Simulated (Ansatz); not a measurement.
The same path of ClF5HTa (8 atoms, charge 0, multiplicity 1) was run twice with different band settings. Lost on the way: Cl7–H8. Made: F2–H8.

Level of theory: Ansatz 0.2.0, RKS BLYP-D4/def2-SVP.

Relaxed end points:

```xyz
8
Properties=species:S:1:pos:R:3
Ta -0.063 0.098 0.067
F 1.781 0.548 0.282
F -0.223 0.256 1.959
F 0.394 -0.545 -1.666
F -0.900 1.693 -0.428
F -1.453 -1.190 0.115
Cl 1.322 -2.404 0.856
H 2.465 -1.775 0.902
```

```xyz
8
Properties=species:S:1:pos:R:3
Ta -0.177 -0.393 0.156
F 2.065 0.265 0.390
F -0.224 0.075 2.000
F 0.391 -0.728 -1.628
F -0.292 1.441 -0.269
F -1.926 -1.021 -0.001
Cl 1.056 -2.367 0.801
H 2.428 -0.591 0.641
```

Common settings: spring 5.0 eV/Å²; optimiser quadratic models (default); start path through a guess of the saddle point; force threshold 0.03 eV/Å; iteration limit 60; end points relaxed.

| run | movable images | climbing image |
| --- | --- | --- |
| 1 | 5 | yes |
| 2 | 6 | no |

Question: What does each run give, and how far can it be trusted?

Answer: Run 1: converged after 12 iterations, highest image 0.450 eV above the first end. A vibrational analysis at the climbing image gives one clearly imaginary mode, 479i cm⁻¹: a first-order saddle point.
Run 2: converged after 16 iterations, highest image 0.412 eV above the first end. No image climbed, so the highest image needn't sit at the top of the path.
The orbitals stay closed-shell, which can raise the energy where a bond breaks towards radicals; this wasn't checked here.
